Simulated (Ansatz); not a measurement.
Harmonic frequencies (cm⁻¹) at PBE0-D4/def2-TZVP from Ansatz: 40, 103, 124, 127, 365, 379, 386, 548, 566, 724, 1976, 2701.

Each molecule was computed in one conformer, which needn't be the lowest.

Problem. Which molecule is it?
A. `[CH3][Sn]([F])([F])[F]`
B. `[SiH3][SnH2][Cl]`
C. `[F][Sn]([SiH3])([Cl])[Cl]`
D. `[SH][SnH]([Cl])[Cl]`

Solution. D.
